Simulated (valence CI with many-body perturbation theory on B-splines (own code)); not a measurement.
## Valence orbitals of Tb XXV

Computed by valence CI with perturbative core correlation (CI+MBPT): five valence electrons over a frozen Dirac-Fock core [Kr], a basis of 7 s, 7 p, 8 d, 6 f, 4 g, 1 h functions for each j, with the one-electron correlation potential Σ1 (screened to all orders), the two-electron term Σ2, the three-electron term Σ3, Breit, model QED; selected single and double excitations, second order for the rest (own B-spline code, finite nucleus).

No measured spectrum was set against this ion. As an estimate, terms of the open shell hold to 2 to 4 % of their energy, and close levels can change places. Core correlation moves these levels by up to 10000 cm⁻¹, and in measured spectra 5 to 20 % of such shifts remained as error; rates that hang on mixing are uncertain with them. Only levels of the ground parity were solved; by the run's estimate the other parity begins above the list, which can be wrong where configurations are misplaced.

These are the spectroscopic orbitals of the CI (the correlating ones are not listed), shaped by the core and the other valence electrons. h is the expectation value of the core's Dirac-Fock operator, without the valence repulsion; Σ1 is computed up to l = 3 at one energy for each symmetry, that of its lowest orbital but kept below the first core excitation, so for empty shells it is not the orbital's own correlation shift; Breit and QED include the response of the core.

| Orbital | h (hartree) | Σ1 (cm⁻¹) | Breit (cm⁻¹) | QED (cm⁻¹) | ⟨r⟩ (bohr) |
| --- | --- | --- | --- | --- | --- |
| 5s1/2 | -25.15 | -10316 | 2065 | 1625 | 0.9341 |
| 6s1/2 | -16.091 | -3952 | 1076 | 850 | 1.462 |
| 7s1/2 | -11.201 | -2016 | 617 | 494 | 2.114 |
| 5p1/2 | -23.829 | -9841 | 3159 | -36.5 | 0.9580 |
| 6p1/2 | -15.394 | -3963 | 1693 | -17.9 | 1.501 |
| 7p1/2 | -10.788 | -2070 | 991 | -10.1 | 2.168 |
| 5p3/2 | -23.163 | -8918 | 1874 | 122 | 0.9884 |
| 6p3/2 | -15.05 | -3691 | 1018 | 67.2 | 1.537 |
| 7p3/2 | -10.587 | -1950 | 644 | 40.1 | 2.211 |
| 4d3/2 | -36.553 | -20888 | 3462 | -456 | 0.5365 |
| 5d3/2 | -21.028 | -8709 | 1386 | -143 | 1.018 |
| 6d3/2 | -13.915 | -3970 | 733 | -73.5 | 1.604 |
| 4d5/2 | -36.209 | -20327 | 1841 | -269 | 0.5429 |
| 5d5/2 | -20.886 | -8610 | 791 | -74.0 | 1.025 |
| 6d5/2 | -13.84 | -3927 | 423 | -37.5 | 1.613 |
| 4f5/2 | -30.541 | -40798 | 308 | -333 | 0.5298 |
| 5f5/2 | -18.576 | -8609 | 239 | -109 | 1.059 |
| 4f7/2 | -30.468 | -37653 | -527 | -277 | 0.5322 |
| 5f7/2 | -18.544 | -8448 | -87.2 | -86.3 | 1.061 |
| 5g7/2 | -16.984 |  | -90.3 | -33.9 | 1.034 |
| 5g9/2 | -16.976 |  | -143 | -27.1 | 1.035 |

Among the shells of the start configuration 4d5, Σ1 is largest in size for 4d3/2, where it is 0.26 % of h.

Lowest root of each symmetry, sizes in configuration state functions:

| J | Parity | Roots | Reference | Variational | Second order | Change by selected CI (cm⁻¹) | Change by second order (cm⁻¹) |
| --- | --- | --- | --- | --- | --- | --- | --- |
| 1/2 | even | 4 | 13 | 23847 | 350874 | -26435 | -29 |
| 3/2 | even | 7 | 19 | 25910 | 803642 | -25517 | -82 |
| 5/2 | even | 10 | 24 | 27298 | 930214 | -21763 | -104 |
| 7/2 | even | 7 | 20 | 25117 | 1020867 | -24158 | -207 |
| 9/2 | even | 5 | 14 | 25106 | 858767 | -24012 | -206 |
| 11/2 | even | 3 | 7 | 25485 | 761134 | -23068 | -84 |
| 13/2 | even | 1 | 3 | 20147 | 495085 | -22309 | -43 |
